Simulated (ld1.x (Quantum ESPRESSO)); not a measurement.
**Scattering properties, ultrasoft potential for praseodymium (Pr)**

```json
{"Element": "praseodymium", "Generator": "ld1.x (Quantum ESPRESSO) 7.5", "Type": "ultrasoft", "Functional": "PBE", "Relativity": "scalar-relativistic", "Frozen core": "[Kr] 4d10", "Valence charge": "13", "Reference configuration": "4f3 5s2 5p6 5d0 6s2 6p0", "Partial waves": "5s (bound): rcut 1.95, rcutus 2.20 bohr; 6s (bound): rcut 1.95, rcutus 2.20 bohr; 5p (bound): rcut 3.20, rcutus 3.45 bohr; 6p (bound, empty): rcut 3.20, rcutus 3.45 bohr; 5d (bound, empty): rcut 2.65, rcutus 5.12 bohr; 5d channel at 3.15 Ry: rcut 2.65, rcutus 5.12 bohr; 4f (bound): rcut 1.50, rcutus 2.00 bohr; 4f channel at 0.5 Ry: rcut 1.50, rcutus 2.00 bohr", "Local potential": "all-electron potential smoothed inside 2.20 bohr (lloc = -1)", "Core correction": "a·sin(br)/r model core inside 1.85 bohr", "Augmentation charge": "PSQ, radius 1.60 bohr"}
```

The phase is arctan(r·u′/u) with u = r·R(r), unwrapped; energies in Ry, scanned from -5 to 5 Ry. A pole is an energy at which the radial function vanishes at the test radius. The pseudo phase is shifted by a multiple of π to meet the all-electron one at the reference energy, and phase errors are pseudo minus all-electron; the curves can meet again beyond the range given. Levels narrower than the energy grid can be missing from the lists of poles.

Task: For each channel, where are the poles, and over which energies does the pseudopotential scatter like the atom?

Result:

| channel | radius (bohr) | reference energy (Ry) | poles, all-electron | poles, pseudo | unbroken range about the reference energy with phases within 0.05 rad | phase error 1 Ry above the reference energy (rad) |
| --- | --- | --- | --- | --- | --- | --- |
| s | 5.56 | -0.25 | -0.03, 1.70, 4.38 | -0.03, 1.48, 2.59 | below 0.6 | -0.225 |
| p | 5.56 | -0.09 | 0.35, 2.23 | -1.29, 0.33, 1.86 | -1.3 to 0.7 | -0.344 |
| d | 5.56 | -0.15 | -0.08, 1.13, 3.23 | -0.26, 0.07, 3.23 | -0.1 to -0.1 | +2.838 |
| f | 5.56 | -0.09 | 0.96, 2.50, 4.76 | 0.96, 2.50, 4.83 | below 3.4 | +0.000 |

Note: ghost state, extra bound levels that the all-electron valence spectrum of the same l lacks: d at -4.8 eV (p not tested). A true bound ghost makes a file unfit for plane-wave use. Its overlap operator is not positive definite in a basis up to 400 Ry (lowest eigenvalue p -0.52), so the file is unfit for use: the generalised eigenproblem breaks down once the basis is large enough, and its test numbers describe a broken file.

Phases in the d channel:

```
E (Ry)  all-electron  pseudo
 -5.00         1.490   4.631
 -4.74         1.488   4.629
 -4.48         1.485   4.627
 -4.22         1.483   4.624
 -3.96         1.480   4.621
 -3.70         1.476   4.618
 -3.44         1.473   4.614
 -3.18         1.469   4.610
 -2.92         1.464   4.605
 -2.66         1.459   4.600
 -2.40         1.453   4.593
 -2.14         1.446   4.585
 -1.88         1.437   4.575
 -1.62         1.426   4.562
 -1.36         1.412   4.543
 -1.10         1.393   4.513
 -0.84         1.364   4.452
 -0.58         1.312   4.215
 -0.32         1.140   1.753
 -0.06        -1.625  -1.473
  0.20        -2.005  -1.620
  0.46        -3.573  -1.679
  0.72        -4.495  -1.730
  0.98        -4.661  -1.796
  1.24        -4.744  -1.913
  1.50        -4.822  -2.234
  1.76        -4.954  -3.509
  2.02        -5.654  -4.314
  2.28        -7.486  -4.515
  2.54        -7.713  -4.602
  2.80        -7.789  -4.653
  3.06        -7.832  -4.691
  3.32        -7.865  -4.725
  3.58        -7.897  -4.764
  3.84        -7.937  -4.830
  4.10        -8.002  -5.075
  4.36        -8.186  -7.432
  4.62        -9.879  -7.725
  4.88       -10.754  -7.792
```
